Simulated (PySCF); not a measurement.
Fill in the blanks.

Compound: CH₆N₂Si₂.
SMILES: `[SiH2](C#N)N[SiH3]`

Conformer (atom-mapped SMILES and torsion angles): `[N:1]#[C:2][SiH2:3][NH:4][SiH3:5]`: C2–Si3–N4–Si5 -179°.

| property | level | value |
| --- | --- | --- |
| rotational constants A, B, C of the GFN2-xTB geometry | GFN2-xTB | ? |
| dipole moment | PBE0/def2-SVPD | ? |
| HOMO energy | PBE0/def2-SVPD | -7.97 eV |
| LUMO energy | PBE0/def2-SVPD | -0.94 eV |
| lowest singlet excitation | TDDFT PBE0/def2-SVPD | ? |
| lowest triplet excitation (Tamm–Dancoff) | TDA PBE0/def2-SVPD | 5.41 eV |
| static isotropic polarisability | PBE0/def2-SVPD | ? |
| electronic spatial extent ⟨r²⟩ about the centre of nuclear charge | PBE0/def2-SVPD | ? |
| 13C chemical shifts (computed TMS as zero) by class | GIAO PBE0/pcSseg-1 | 124.9 (1 C) ppm |
| 1H chemical shifts (computed TMS as zero) by class | GIAO PBE0/pcSseg-1 | ? |
| isotropic shieldings of nuclei other than C and H, by class | GIAO PBE0/pcSseg-1 | ? |

The electronic properties come from PySCF, for the isolated species, density fitting. NMR classes are plain means over equivalent atoms (diastereotopic ones count apart unless rotation or inversion swaps them), as if these changed places fast; in this geometry the members of some classes differ.

(1) What is the dipole moment?

(2) The rotational constants A, B, C of the GFN2-xTB geometry?

(3) Give the 1H chemical shifts (computed TMS as zero) by class.

(4) Give the lowest singlet excitation.

(5) Give the electronic spatial extent ⟨r²⟩ about the centre of nuclear charge.

(6) Give the static isotropic polarisability.

(7) The isotropic shieldings of nuclei other than C and H, by class?

Answers

(1) 3.48 D.

(2) 10.897, 1.266, 1.165 GHz.

(3) 5.03 (2 H), 4.75 (3 H), -0.26 (1 H) ppm.

(4) 5.70 eV (218 nm, f = 0.002).

(5) 968 bohr².

(6) 73.9 au.

(7) -94 (1 N), 273 (1 N), 404 (1 Si), 411 (1 Si) ppm.

The polarisability is 10.95 Å³ as a volume (1 au = 0.148185 Å³), or 1.37 au for each of the 54 electrons. In wavenumbers S1 is 46000 cm⁻¹ (1 eV = 8065.54 cm⁻¹). The vertical singlet–triplet gap S1 − T1 is 0.29 eV (TDDFT singlet less Tamm–Dancoff triplet; S1: HOMO→LUMO, weight 0.99; T1: HOMO→LUMO, weight 0.96).

For the TDDFT job (PBE0/def2-SVPD), time: 30 s (with the writing of density and orbital grids); peak memory 0.69 GiB. Hardware: one thread, Arm Neoverse N1 (aarch64) (shared host).

One conformer stands for the species.
